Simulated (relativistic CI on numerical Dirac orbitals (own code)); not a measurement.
**Hyperfine structure of Os64+, mass number 189**

Method of calculation: Dirac-Coulomb-Breit CI, KLI orbitals optimised for each configuration, QED by a radiative potential, unscaled Slater integrals (own radial code, finite nucleus).

Configurations in the expansion (outside the closed core [Ne]): 3s2, 3s 3p, 3p2, 3s 3d, 3d2, 3p 3d, 3p 4s, 3d 4s, 3s 4s, 3s 4p, 3s 4d, 3s 4f, 3s 5s, 3s 5p, 3s 5d, 4s2. Levels of other configurations are missing.

Nuclear spin I = 3/2, μ = 0.6576 μN, Q = 0.86 b (tables of Stone and Pyykkö). The electronic factors are computed for point nuclear moments, without core polarisation or the Bohr-Weisskopf and QED corrections.

```
      Level   E (eV)  A (GHz)  B (GHz)
3s 3p 3P°_1  162.072     2009    -44.4
3s 3p 3P°_2  564.492    843.2      428
3s 3p 1P°_1  603.575   -614.6      256
   3p2 1D_2  749.599    396.3      370
   3p2 3P_1  752.060   -116.8      214
 3s 3d 3D_1  786.158   -689.9       39
 3s 3d 3D_2  800.419      687      101
 3s 3d 3D_3  880.374    527.5       94
```

Levels with J = 0, under 50 % of one LS term, or S terms without an open s electron are left out. Small factors come from cancelling terms and can be off by tens of per cent or more.

At this charge energies of transitions that change n are usually good to better than 1 %, and those within a shell (Δn = 0) to a few per cent.

Question: Give the hyperfine levels of 3s 3p 3P°_1 relative to its centre of gravity.

Answer: With K = F(F + 1) − I(I + 1) − J(J + 1), E = AK/2 + B[¾K(K + 1) − I(I + 1)J(J + 1)]/[2I(2I − 1)J(2J − 1)]: F = 1/2: -5078, F = 3/2: -1964, F = 5/2: 3002 GHz.

LS names give the leading component of a level, which can be under half, so a name can repeat, a term be missing and a line seem to break the LS rules.
